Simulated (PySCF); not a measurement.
C2H5S, doublet, at a GFN2-xTB geometry; R2SCAN/cc-pVDZ (PySCF).

The PySCF input:
```python
from pyscf import gto, scf, dft

mol = gto.Mole()
mol.atom = '''
    C     1.482554    0.659323   -0.016558
    C    -0.031544    0.783952    0.002485
    S    -0.844717   -0.823715    0.008237
    H    -0.371046    1.312006    0.895435
    H    -0.392973    1.316748   -0.878969
    H     1.933955    1.649482   -0.019490
    H     1.830643    0.118414    0.860426
    H     1.808830    0.123132   -0.904755
'''
mol.basis = 'cc-pvdz'
mol.charge = 0
mol.spin = 1
mol.verbose = 4
mol.symmetry = True
mol.build()

mf = dft.UKS(mol)
mf.xc = 'r2scan'
mf.kernel()
mf.analyze()
```

The log (banner, timings and long lists left out):

```
PySCF version 2.14.0

[INPUT] verbose = 4
[INPUT] num. atoms = 8
[INPUT] num. electrons = 33
[INPUT] charge = 0
[INPUT] spin (= nelec alpha-beta = 2S) = 1
[INPUT] symmetry True subgroup None
[INPUT] Mole.unit = angstrom
[INPUT] Symbol           X                Y                Z      unit          X                Y                Z       unit  Magmom
[...]
nuclear repulsion = 98.6266216253577
point group symmetry = Cs
symmetry origin: [-1.71793284e-07 -4.58115424e-07  5.72644280e-08]
symmetry axis x: [ 0.59471445 -0.80388091 -0.00949728]
symmetry axis y: [ 0.80384205  0.59478428 -0.00834368]
symmetry axis z: [ 0.01235616 -0.00267221  0.99992009]
num. orbitals of irrep A' = 47
num. orbitals of irrep A" = 24
number of shells = 30
number of NR pGTOs = 128
number of NR cGTOs = 71
basis = cc-pvdz
ecp = {}

******** <class 'pyscf.dft.uks_symm.SymAdaptedUKS'> ********
method = SymAdaptedUKS
initial guess = minao
damping factor = 0
level_shift factor = 0
DIIS = <class 'pyscf.scf.diis.CDIIS'>
diis_start_cycle = 1
diis_space = 8
diis_damp = 0
SCF conv_tol = 1e-09
SCF conv_tol_grad = None
SCF max_cycles = 50
direct_scf = True
direct_scf_tol = 1e-13
number electrons alpha = 17  beta = 16
XC library pyscf.dft.libxc version 7.1.2
    S. Lehtola, C. Steigemann, M. J. T. Oliveira, and M. A. L. Marques,  SoftwareX 7, 1–5 (2018)
XC functionals = r2scan
    J. W. Furness, A. D. Kaplan, J. Ning, J. P. Perdew, and J. Sun,  J. Phys. Chem. Lett. 11, 8208–8215 (2020)
    J. W. Furness, A. D. Kaplan, J. Ning, J. P. Perdew, and J. Sun,  J. Phys. Chem. Lett. 11, 9248–9248 (2020)
    J. W. Furness, A. D. Kaplan, J. Ning, J. P. Perdew, and J. Sun,  J. Phys. Chem. Lett. 11, 8208–8215 (2020)
    J. W. Furness, A. D. Kaplan, J. Ning, J. P. Perdew, and J. Sun,  J. Phys. Chem. Lett. 11, 9248–9248 (2020)
radial grids:
    Treutler-Ahlrichs [JCP 102, 346 (1995); DOI:10.1063/1.469408] (M4) radial grids

becke partition: Becke, JCP 88, 2547 (1988); DOI:10.1063/1.454033
pruning grids: <function nwchem_prune>
grids dens level: 3
symmetrized grids: True
atomic radii adjust function: <function treutler_atomic_radii_adjust>
small_rho_cutoff = 0
Freeze 0 electrons in irreps []
    33 free electrons in irreps A' A"
Set gradient conv threshold to 3.16228e-05
tot grids = 96160
init E= -477.310056145289

cycle= 1 E= -477.267131521461  delta_E= 0.0429  |g|= 0.216  |ddm|= 1.78
cycle= 2 E= -477.254258086178  delta_E= 0.0129  |g|= 0.274  |ddm|= 0.427
cycle= 3 E= -477.294648818412  delta_E= -0.0404  |g|= 0.0343  |ddm|= 0.244
cycle= 4 E= -477.295267876641  delta_E= -0.000619  |g|= 0.0165  |ddm|= 0.0614
cycle= 5 E= -477.295421384343  delta_E= -0.000154  |g|= 0.00508  |ddm|= 0.0183
cycle= 6 E= -477.295435092439  delta_E= -1.37e-05  |g|= 0.000966  |ddm|= 0.00546
cycle= 7 E= -477.295435686683  delta_E= -5.94e-07  |g|= 0.000369  |ddm|= 0.00152
cycle= 8 E= -477.295435782298  delta_E= -9.56e-08  |g|= 8.86e-05  |ddm|= 0.000472
cycle= 9 E= -477.295435789398  delta_E= -7.1e-09  |g|= 3.07e-05  |ddm|= 0.000156
cycle= 10 E= -477.295435790507  delta_E= -1.11e-09  |g|= 7.14e-06  |ddm|= 6.36e-05
cycle= 11 E= -477.295435790572  delta_E= -6.57e-11  |g|= 3.08e-06  |ddm|= 1.69e-05
Extra cycle  E= -477.295435790577  delta_E= -4.43e-12  |g|= 2.69e-06  |ddm|= 8.01e-06
converged SCF energy = -477.295435790577  <S^2> = 0.75472452  2S+1 = 2.004719
**** SCF Summaries ****
Total Energy =                        -477.295435790576846
Nuclear Repulsion Energy =              98.626621625357714
One-electron Energy =                 -851.064504233024763
Two-electron Energy =                  275.142446817090217
Two-electron Coulomb Energy =          313.466877651953894
DFT Exchange-Correlation Energy =      -38.324430834863662
Wave-function symmetry = A"
alpha occupancy for each irrep:     A'   A"
                                    13    4
beta  occupancy for each irrep:     A'   A"
                                    13    3
**** MO energy ****
alpha MO #1 (A' #1), energy= -88.5611064006973 occ= 1
alpha MO #2 (A' #2), energy= -10.0856355810416 occ= 1
alpha MO #3 (A' #3), energy= -10.0452224566651 occ= 1
alpha MO #4 (A' #4), energy= -7.8578591055595 occ= 1
alpha MO #5 (A" #1), energy= -5.81132747706735 occ= 1
alpha MO #6 (A' #5), energy= -5.80227233418196 occ= 1
alpha MO #7 (A' #6), energy= -5.79253617194609 occ= 1
alpha MO #8 (A' #7), energy= -0.774554339934915 occ= 1
alpha MO #9 (A' #8), energy= -0.662755935547046 occ= 1
alpha MO #10 (A' #9), energy= -0.564678891368006 occ= 1
alpha MO #11 (A" #2), energy= -0.442808138944631 occ= 1
alpha MO #12 (A' #10), energy= -0.403487617528986 occ= 1
alpha MO #13 (A' #11), energy= -0.364012141992108 occ= 1
alpha MO #14 (A" #3), energy= -0.341708605337224 occ= 1
alpha MO #15 (A' #12), energy= -0.315459180192873 occ= 1
alpha MO #16 (A" #4), energy= -0.258832671206823 occ= 1
alpha MO #17 (A' #13), energy= -0.212867493002953 occ= 1
alpha MO #18 (A' #14), energy= 0.0328537529018105 occ= 0
alpha MO #19 (A' #15), energy= 0.0787608576526377 occ= 0
alpha MO #20 (A" #5), energy= 0.108950681806901 occ= 0
alpha MO #21 (A' #16), energy= 0.11458177173212 occ= 0
alpha MO #22 (A' #17), energy= 0.144989152365233 occ= 0
alpha MO #23 (A" #6), energy= 0.154686842688124 occ= 0
alpha MO #24 (A' #18), energy= 0.187126743128029 occ= 0
alpha MO #25 (A" #7), energy= 0.386452863622071 occ= 0
alpha MO #26 (A' #19), energy= 0.388056790734155 occ= 0
alpha MO #27 (A' #20), energy= 0.409729861223628 occ= 0
alpha MO #28 (A' #21), energy= 0.432269446351936 occ= 0
alpha MO #29 (A" #8), energy= 0.440772998046199 occ= 0
alpha MO #30 (A' #22), energy= 0.476021935246484 occ= 0
alpha MO #31 (A" #9), energy= 0.487896639343886 occ= 0
alpha MO #32 (A' #23), energy= 0.512509998992031 occ= 0
alpha MO #33 (A' #24), energy= 0.560073674646401 occ= 0
alpha MO #34 (A" #10), energy= 0.561445444033602 occ= 0
alpha MO #35 (A' #25), energy= 0.574563758863572 occ= 0
alpha MO #36 (A' #26), energy= 0.631104493346376 occ= 0
alpha MO #37 (A" #11), energy= 0.655623105786909 occ= 0
[...]
alpha MO #48 (A" #15), energy= 1.19068675731502 occ= 0
alpha MO #49 (A' #34), energy= 1.3642961187868 occ= 0
alpha MO #50 (A' #35), energy= 1.38495088038732 occ= 0
alpha MO #51 (A" #16), energy= 1.42104323439376 occ= 0
alpha MO #52 (A' #36), energy= 1.58894743197581 occ= 0
alpha MO #53 (A' #37), energy= 1.6153870914561 occ= 0
alpha MO #54 (A" #17), energy= 1.61761268771219 occ= 0
alpha MO #55 (A" #18), energy= 1.62371467231363 occ= 0
alpha MO #56 (A" #19), energy= 1.65983432554489 occ= 0
alpha MO #57 (A' #38), energy= 1.69003643348034 occ= 0
alpha MO #58 (A" #20), energy= 1.72924391732364 occ= 0
alpha MO #59 (A' #39), energy= 1.73143043400999 occ= 0
alpha MO #60 (A' #40), energy= 1.84203205071242 occ= 0
alpha MO #61 (A' #41), energy= 1.9437037409962 occ= 0
alpha MO #62 (A" #21), energy= 2.0321063789856 occ= 0
alpha MO #63 (A' #42), energy= 2.04821630274447 occ= 0
alpha MO #64 (A' #43), energy= 2.17862674592525 occ= 0
alpha MO #65 (A" #22), energy= 2.24826193415263 occ= 0
alpha MO #66 (A' #44), energy= 2.29343049187822 occ= 0
alpha MO #67 (A' #45), energy= 2.48625221940205 occ= 0
alpha MO #68 (A' #46), energy= 2.50201348298563 occ= 0
alpha MO #69 (A" #23), energy= 2.55779016305903 occ= 0
alpha MO #70 (A' #47), energy= 2.59965337634228 occ= 0
alpha MO #71 (A" #24), energy= 2.63619083087691 occ= 0
beta  MO #1 (A' #1), energy= -88.5552188306562 occ= 1
beta  MO #2 (A' #2), energy= -10.0859217677395 occ= 1
beta  MO #3 (A' #3), energy= -10.045272488987 occ= 1
beta  MO #4 (A' #4), energy= -7.8539114297478 occ= 1
beta  MO #5 (A' #5), energy= -5.79881866791531 occ= 1
beta  MO #6 (A" #1), energy= -5.79614010036672 occ= 1
beta  MO #7 (A' #6), energy= -5.7892347984951 occ= 1
beta  MO #8 (A' #7), energy= -0.765819512845316 occ= 1
beta  MO #9 (A' #8), energy= -0.643463121476921 occ= 1
beta  MO #10 (A' #9), energy= -0.545543658821573 occ= 1
beta  MO #11 (A" #2), energy= -0.435697789782499 occ= 1
beta  MO #12 (A' #10), energy= -0.399389278392461 occ= 1
beta  MO #13 (A' #11), energy= -0.362183429016931 occ= 1
beta  MO #14 (A" #3), energy= -0.336044097480005 occ= 1
beta  MO #15 (A' #12), energy= -0.307833716598628 occ= 1
beta  MO #16 (A' #13), energy= -0.198360506275677 occ= 1
beta  MO #17 (A" #4), energy= -0.163594070764868 occ= 0
beta  MO #18 (A' #14), energy= 0.0455205941726677 occ= 0
beta  MO #19 (A' #15), energy= 0.083277637988409 occ= 0
beta  MO #20 (A" #5), energy= 0.114224151767784 occ= 0
beta  MO #21 (A' #16), energy= 0.116847745184681 occ= 0
beta  MO #22 (A' #17), energy= 0.145069064923465 occ= 0
beta  MO #23 (A" #6), energy= 0.158884418736779 occ= 0
beta  MO #24 (A' #18), energy= 0.18929058742032 occ= 0
beta  MO #25 (A' #19), energy= 0.393538935825434 occ= 0
beta  MO #26 (A" #7), energy= 0.398474062371389 occ= 0
beta  MO #27 (A' #20), energy= 0.411624784671608 occ= 0
beta  MO #28 (A' #21), energy= 0.44769162253037 occ= 0
beta  MO #29 (A" #8), energy= 0.467731750240591 occ= 0
beta  MO #30 (A' #22), energy= 0.488364317222473 occ= 0
beta  MO #31 (A' #23), energy= 0.521015436674816 occ= 0
beta  MO #32 (A" #9), energy= 0.539210666775971 occ= 0
beta  MO #33 (A' #24), energy= 0.568648133587133 occ= 0
beta  MO #34 (A" #10), energy= 0.60289670824731 occ= 0
beta  MO #35 (A' #25), energy= 0.616262437454075 occ= 0
beta  MO #36 (A' #26), energy= 0.642560259354077 occ= 0
beta  MO #37 (A" #11), energy= 0.666720157639245 occ= 0
beta  MO #38 (A' #27), energy= 0.673567199898394 occ= 0
beta  MO #39 (A" #12), energy= 0.683210566121942 occ= 0
beta  MO #40 (A' #28), energy= 0.700175477519603 occ= 0
beta  MO #41 (A' #29), energy= 0.721239869549547 occ= 0
beta  MO #42 (A" #13), energy= 0.731343601835269 occ= 0
beta  MO #43 (A' #30), energy= 0.759946559326026 occ= 0
beta  MO #44 (A' #31), energy= 0.968679641046635 occ= 0
beta  MO #45 (A' #32), energy= 0.984519611247359 occ= 0
beta  MO #46 (A" #14), energy= 1.06202629617673 occ= 0
beta  MO #47 (A' #33), energy= 1.16029766390759 occ= 0
beta  MO #48 (A" #15), energy= 1.19532949126396 occ= 0
beta  MO #49 (A' #34), energy= 1.36761002388554 occ= 0
beta  MO #50 (A' #35), energy= 1.38740603379018 occ= 0
beta  MO #51 (A" #16), energy= 1.42093656095899 occ= 0
beta  MO #52 (A' #36), energy= 1.59174220543966 occ= 0
beta  MO #53 (A' #37), energy= 1.61641024731566 occ= 0
beta  MO #54 (A" #17), energy= 1.62021367916641 occ= 0
beta  MO #55 (A" #18), energy= 1.63749965303832 occ= 0
beta  MO #56 (A" #19), energy= 1.66618446642149 occ= 0
beta  MO #57 (A' #38), energy= 1.69335418961679 occ= 0
beta  MO #58 (A" #20), energy= 1.73374352464391 occ= 0
beta  MO #59 (A' #39), energy= 1.73810757847741 occ= 0
beta  MO #60 (A' #40), energy= 1.84610162964364 occ= 0
beta  MO #61 (A' #41), energy= 1.95038216097495 occ= 0
beta  MO #62 (A" #21), energy= 2.03679489521533 occ= 0
beta  MO #63 (A' #42), energy= 2.04941985321513 occ= 0
beta  MO #64 (A' #43), energy= 2.18538705446851 occ= 0
beta  MO #65 (A" #22), energy= 2.25320761233189 occ= 0
beta  MO #66 (A' #44), energy= 2.29699258776863 occ= 0
beta  MO #67 (A' #45), energy= 2.48703784384829 occ= 0
beta  MO #68 (A' #46), energy= 2.50924516503697 occ= 0
beta  MO #69 (A" #23), energy= 2.56082550352586 occ= 0
beta  MO #70 (A' #47), energy= 2.60273002317668 occ= 0
beta  MO #71 (A" #24), energy= 2.64289134890602 occ= 0
 ** Mulliken pop alpha/beta on meta-lowdin orthogonal AOs **
 ** Mulliken pop       alpha | beta **
In total            17.00000 | 16.00000
 ** Mulliken atomic charges   ( Nelec_alpha | Nelec_beta ) **
charge of  0C =     -0.30352  (     3.15156      3.15196 )
charge of  1C =     -0.21638  (     3.09535      3.12103 )
charge of  2S =     -0.04594  (     8.50880      7.53713 )
charge of  3H =      0.12407  (     0.45165      0.42429 )
charge of  4H =      0.12407  (     0.45165      0.42428 )
charge of  5H =      0.10147  (     0.44836      0.45017 )
charge of  6H =      0.10811  (     0.44632      0.44557 )
charge of  7H =      0.10811  (     0.44632      0.44557 )
Dipole moment(X, Y, Z, Debye):  0.84572,  1.56238, -0.00628
```
